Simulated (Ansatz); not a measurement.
A nudged elastic band was laid between two geometries of AsBH4O (7 atoms, charge 0, multiplicity 1).

Computed with RKS B3LYP/def2-SVP (Ansatz 0.2.0).

```
movable images  : 5
climbing image  : yes
spring          : 5.0 eV/Å²
optimiser       : quadratic models (default)
start path      : IDPP
force threshold : 0.05 eV/Å
iteration limit : 53
end points      : relaxed
```

Initial state:

```xyz
7
Properties=species:S:1:pos:R:3
O -1.515 0.090 -0.349
B -0.240 -0.346 -0.428
As 0.962 -0.231 1.226
H -2.033 -0.072 -1.149
H 0.171 -0.891 -1.431
H 0.491 1.147 1.682
H 2.164 0.302 0.450
```

Final state:

```xyz
7
Properties=species:S:1:pos:R:3
O -1.425 -0.028 -0.874
B -0.187 -0.498 -0.621
As 0.825 -0.263 1.160
H -1.803 0.524 -0.176
H 0.314 -1.176 -1.486
H 0.222 1.102 1.513
H 2.054 0.339 0.484
```

Question: What changes between the two ends?

Answer: No bond is made or broken. The dihedral H4–O1–B2–As3 goes from -175 to 6°.

Question: What energy profile does the band end with?

Answer: The forces met the threshold. The highest image is number 3 of 0 to 6, 55.6 kJ/mol above the first end and 53.9 kJ/mol above the last; the last end lies 1.7 kJ/mol above the first. A vibrational analysis at the climbing image gives one clearly imaginary mode, 793i cm⁻¹: a first-order saddle point.

| image | path coordinate (Å) | energy (kJ/mol) | dihedral H4–O1–B2–As3 (°) |
| --- | --- | --- | --- |
| 0 | 0.00 | 0.0 | -175 |
| 1 | 0.33 | 7.6 | 165 |
| 2 | 0.65 | 35.0 | 134 |
| 3 | 0.98 | 55.6 | 97 |
| 4 | 1.29 | 35.4 | 58 |
| 5 | 1.60 | 7.7 | 22 |
| 6 | 1.91 | 1.7 | 6 |

Question: What is the geometry of the highest image?

Answer: 
```xyz
7
Properties=species:S:1:pos:R:3
O -1.515 -0.341 -0.547
B -0.170 -0.513 -0.495
As 0.887 -0.169 1.233
H -1.957 0.448 -0.869
H 0.416 -1.036 -1.424
H 0.240 1.173 1.571
H 2.099 0.438 0.531
```

Question: What are the harmonic wavenumbers there?

Answer: 793i, 186, 259, 450, 532, 555, 717, 856, 994, 1107, 1317, 2182, 2202, 2538, 3955 cm⁻¹.

The run took 5.3 min on 1 thread of Intel(R) Xeon(R) Platinum 8488C (Sapphire Rapids), with other jobs on the host, peak memory 0.27 GiB.
